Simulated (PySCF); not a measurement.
Compound: C3H7FOSi.
SMILES with atom numbers: `[O:1]=[CH:2][C@@H:3]([F:4])[CH2:5][SiH3:6]` (hydrogens: H7 on C2; H8 on C3; H9, H10 on C5; H11, H12, H13 on Si6)

Torsions of this conformer, `[O:1]=[CH:2][C@@H:3]([F:4])[CH2:5][SiH3:6]`: O1–C2–C3–F4 -165°, C2–C3–C5–Si6 57°.

The closed-shell ground state was solved at several levels (PySCF, density fitting, gas phase, non-relativistic). Isolated species at its PBE0-D3(BJ)/def2-SVP geometry (one conformer only).

```json
{"level": "LDA/pcSseg-1", "basis functions": "144", "HOMO (eV)": "-6.49", "LUMO (eV)": "-2.87", "gap (eV)": "3.62", "dipole (D)": "1.18"}
{"level": "OPBE/pcSseg-1", "basis functions": "144", "HOMO (eV)": "-6.28", "LUMO (eV)": "-2.44", "gap (eV)": "3.84", "dipole (D)": "1.17"}
{"level": "B3LYP/pcSseg-1", "basis functions": "144", "HOMO (eV)": "-7.73", "LUMO (eV)": "-1.69", "gap (eV)": "6.04", "dipole (D)": "1.18"}
{"level": "BP86/pcSseg-1", "basis functions": "144", "HOMO (eV)": "-6.49", "LUMO (eV)": "-2.68", "gap (eV)": "3.81", "dipole (D)": "1.18"}
{"level": "KT3/pcSseg-1", "basis functions": "144", "HOMO (eV)": "-6.53", "LUMO (eV)": "-2.49", "gap (eV)": "4.04", "dipole (D)": "1.12"}
```

Task: What might B97-D/pcSseg-1 (144 basis functions) give for the same quantities?

Result: HOMO -6.42 eV, LUMO -2.50 eV, gap 3.92 eV, dipole 1.16 D.

Task: Over all these levels, which gives the widest orbital gap and which the narrowest?

Result: B3LYP/pcSseg-1 (global hybrid, 20 % exact exchange) has the widest, 6.04 eV, and LDA/pcSseg-1 (LDA) the narrowest, 3.62 eV. From the narrowest to the widest the HOMO moves by -1.24 eV and the LUMO by +1.18 eV.

Task: How far do the dipole and the HOMO energy spread over the levels?

Result: The dipole runs from 1.12 to 1.18 D (mean 1.17 D) and the HOMO from -7.73 to -6.28 eV.
